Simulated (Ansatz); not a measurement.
C2H6Cl2Sn: structure from calculated spectroscopic constants

These gas-phase data were calculated for one isomer of C2H6Cl2Sn at PBE0-D3(BJ)/def2-SVP (harmonic, unscaled wavenumbers; equilibrium rotational constants with average atomic masses):

| Property | Result |
| --- | --- |
| rotational constants | 1.661, 1.457, 1.087 GHz |
| all wavenumbers above 1500 cm⁻¹ | 3164, 3147, 3146, 3084, 3056, 1955 |

Candidates:

(1) `[CH3][Sn]([CH3])([Cl])[Cl]`, a singlet
(2) `C[CH2][SnH]([Cl])[Cl]`, a singlet

Q: Which structure fits?

A: Candidate (2). The band at 1955 cm⁻¹ lies where the Sn–H stretch is expected; (1) has no mode between 1650 and 2000 cm⁻¹.

The same quantities for all candidates:

```tsv
	rotational constants (GHz)	wavenumbers above 1500 cm⁻¹	E above the lowest, PBE0-D3(BJ)/def2-SVP (kcal/mol)
(1)	1.863, 1.379, 1.222	3210, 3210, 3203, 3203, 3080, 3079	0.0
(2)	1.661, 1.457, 1.087	3164, 3147, 3146, 3084, 3056, 1955	8.1
```

Each candidate is one conformer. Atoms past krypton carry core potentials. Programs: Ansatz 0.2.0.
